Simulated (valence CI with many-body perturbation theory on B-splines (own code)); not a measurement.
## Forbidden lines of Tb14+

Calculated by relativistic CI+MBPT: five valence electrons over a frozen Dirac-Fock core [Kr] 4d10, radial functions for each j: 7 s, 7 p, 7 d, 7 f, 4 g, 2 h, with the one-electron correlation potential Σ1, the two-electron term Σ2, the three-electron term Σ3, Breit, model QED; selected CI, second order for the rest, scaled by the run's own slope (own B-spline code, finite nucleus).

No measured spectrum was set against this ion. As an estimate, terms of the open shell hold to a few per cent of their energy, and close levels can change places; configurations with another count of f electrons can be misplaced by thousands of cm⁻¹. Core correlation moves these levels by up to 50000 cm⁻¹, and in measured spectra 5 to 20 % of such shifts remained as error; rates that hang on mixing are uncertain with them. Among the levels kept, up to 960 cm⁻¹ of a level comes from second order outside the variational space, and about a tenth of that is noise between levels of different J, which matters for small intervals. The lowest computed level is not the ground level that NIST lists (6H°5/2, for many ions itself from theory).

Lines 1 to 50 of 120 in falling wavelength, among levels below 46893 cm⁻¹, chosen from the decays that carry over 1 % of a level's rate. Wavelengths and rates use the calculated energies, so an error of 2000 cm⁻¹ moves a line at 39290 Å by 79 % and its rate by three times that or more. Weak lines are less certain than strong ones. Lines between different terms over intervals too small for the method are left out, as are lines whose strength nearly cancels. Where a level lies close to another of its J and parity, the split of strength between their lines is uncertain. Intervals below about 2000 cm⁻¹, as at the head of this list, are uncertain by tens of per cent.

Names give the largest LS component (configuration and term), which can be under half, so a name can repeat, a term be missing and a line seem to break the LS rules; names also repeat where a configuration has a term twice.

```tsv
λ vac (Å)	Upper	Lower	Type	A (s⁻¹)	Branch %
1.969e+05	4f4.5s 6F_3/2	4f4.5s 6F_1/2	M1	1.12e-02	98.7
95620	4f4.5s 6G_5/2	4f4.5s 6G_3/2	M1	8.88e-02	9.9
92900	4f4.5s 6F_5/2	4f4.5s 6F_3/2	M1	1.13e-01	93.3
56340	4f4.5s 6F_7/2	4f4.5s 6F_5/2	M1	4.44e-01	62.2
51720	4f4.5s 6G_9/2	4f4.5s 6G_7/2	M1	4.68e-01	2.5
50490	4f4.5s 6F_9/2	4f4.5s 6F_7/2	M1	4.75e-01	33.1
48280	4f4.5s 4K_15/2	4f4.5s 4K_13/2	M1	3.75e-01	1.2
41470	4f4.5s 6I_9/2	4f4.5s 6I_7/2	M1	1.15e+00	100.0
39290	4f4.5s 6S_5/2	4f4.5s 6F_5/2	M1	1.89e-02	25.9
35670	4f4.5s 6F_11/2	4f4.5s 6F_9/2	M1	7.77e-01	65.4
35010	4f4.5s 6I_11/2	4f4.5s 6I_9/2	M1	2.51e+00	100.0
31830	4f4.5s 6I_13/2	4f4.5s 6I_11/2	M1	3.24e+00	100.0
30330	4f4.5s 6I_15/2	4f4.5s 6I_13/2	M1	2.95e+00	100.0
29690	4f4.5s 6I_17/2	4f4.5s 6I_15/2	M1	1.78e+00	100.0
29140	4f4.5s 4H_9/2	4f4.5s 4H_7/2	M1	2.24e+00	5.2
28820	4f4.5s 4G_5/2	4f4.5s 4H_7/2	M1	4.35e-01	4.0
27610	4f4.5s 6S_5/2	4f4.5s 6F_3/2	M1	5.30e-02	72.6
26630	4f4.5s 6G_11/2	4f4.5s 6G_9/2	M1	2.89e+00	22.9
25740	4f4.5s 4H_7/2	4f4.5s 6G_7/2	M1	7.86e-01	1.5
24260	4f4.5s 4I_15/2	4f4.5s 4I_13/2	M1	2.23e+00	37.1
23580	4f4.5s 4I_13/2	4f4.5s 4I_11/2	M1	3.43e+00	63.5
22820	4f4.5s 4I_11/2	4f4.5s 4I_9/2	M1	3.32e+00	58.0
22630	4f4.5s 4H_7/2	4f4.5s 6G_5/2	M1	2.62e+00	4.9
19160	4f4.5s 6F_7/2	4f4.5s 4I_9/2	M1	1.45e-02	2.0
18570	4f4.5s 4H_9/2	4f4.5s 6G_9/2	M1	1.36e+00	3.1
18140	4f3.5s2 4I°_15/2	4f3.5s2 4I°_13/2	M1	5.32e+00	71.0
17940	4f4.5s 4K_13/2	4f4.5s 4I_13/2	M1	5.40e-01	1.7
17790	4f3.5s2 4I°_13/2	4f3.5s2 4I°_11/2	M1	8.41e+00	90.0
17790	4f4.5s 6F_11/2	4f4.5s 4I_11/2	M1	6.35e-02	5.3
17670	4f3.5s2 4I°_11/2	4f3.5s2 4I°_9/2	M1	7.44e+00	92.3
17070	4f4.5s 6G_5/2	4f4.5s 6S_5/2	M1	1.89e-02	2.1
17050	4f4.5s 4K_17/2	4f4.5s 4I_15/2	M1	1.20e+00	3.4
15090	4f4.5s 6G_5/2	4f4.5s 6F_7/2	M1	2.61e-01	29.2
14050	4f4.5s 6G_9/2	4f4.5s 6F_9/2	M1	1.07e+00	5.7
14050	4f4.5s 4L_13/2	4f4.5s 4K_13/2	M1	5.94e-01	4.5
13960	4f4.5s 6G_7/2	4f4.5s 6F_7/2	M1	4.09e-01	1.8
13890	4f4.5s 6F_9/2	4f4.5s 4I_9/2	M1	1.80e-01	12.5
13670	4f4.5s 4H_9/2	4f4.5s 6G_7/2	M1	1.37e+00	3.2
13600	4f4.5s 4G_5/2	4f4.5s 6G_7/2	M1	2.34e-01	2.2
13590	4f4.5s 6G_3/2	4f4.5s 6F_5/2	M1	3.43e-02	4.6
12680	4f4.5s 4G_5/2	4f4.5s 6G_5/2	M1	4.19e-01	3.9
12400	4f4.5s 6G_11/2	4f4.5s 6F_11/2	M1	7.37e-01	5.9
12230	4f4.5s 4K_11/2	4f4.5s 4I_11/2	M1	1.08e+00	4.3
11860	4f4.5s 6G_3/2	4f4.5s 6F_3/2	M1	2.28e-01	30.5
11410	4f4.5s 4L_13/2	4f4.5s 4K_11/2	M1	1.06e+00	8.0
11190	4f4.5s 4G_5/2	4f4.5s 6G_3/2	M1	4.90e+00	45.4
11190	4f4.5s 6G_7/2	4f4.5s 6F_5/2	M1	9.11e-01	4.1
11180	4f4.5s 6G_3/2	4f4.5s 6F_1/2	M1	3.21e-01	43.0
11050	4f4.5s 4F_3/2	4f4.5s 6G_5/2	M1	1.01e+00	65.5
10990	4f4.5s 6G_9/2	4f4.5s 6F_7/2	M1	1.05e+00	5.5
```
